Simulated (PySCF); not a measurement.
**How methods differ on the excitation energy of S**

S [Ne] 3s2 3p4 (3P) → S [Ne] 3s1 3p5 (3P), as a difference of total energies. Calculation: PySCF 2.14, in dyall-acv3z; no relativity, point nucleus. Correlated levels: valence: [Ne] frozen; valence and next inner shell: 1s2 frozen; virtual orbitals above 40 to 60 times the deepest correlated orbital energy dropped. The calculations carry no spin-orbit coupling.

```json
{"method": "UHF", "excitation energy (eV)": "11.467", "error (eV)": "+2.539"}
{"method": "LDA", "excitation energy (eV)": "9.903", "error (eV)": "+0.975"}
{"method": "PBE", "excitation energy (eV)": "9.936", "error (eV)": "+1.008"}
{"method": "PBE0", "excitation energy (eV)": "10.363", "error (eV)": "+1.435"}
{"method": "r2SCAN", "excitation energy (eV)": "10.092", "error (eV)": "+1.164"}
{"method": "r2SCANh", "excitation energy (eV)": "10.224", "error (eV)": "+1.296"}
{"method": "PBEsol", "excitation energy (eV)": "9.895", "error (eV)": "+0.967"}
{"method": "TPSS", "excitation energy (eV)": "10.107", "error (eV)": "+1.179"}
{"method": "MP2 (valence)", "excitation energy (eV)": "10.425", "error (eV)": "+1.497"}
{"method": "SCS-MP2 (valence)", "excitation energy (eV)": "10.309", "error (eV)": "+1.381"}
{"method": "MP2 (valence and next inner shell)", "excitation energy (eV)": "10.427", "error (eV)": "+1.499"}
{"method": "SCS-MP2 (valence and next inner shell)", "excitation energy (eV)": "10.306", "error (eV)": "+1.378"}
```

Reference: 8.928 eV (measured; NIST levels, between the centres of gravity of the two terms).

Errors of the correlated levels include the incompleteness of this basis and the frozen core.
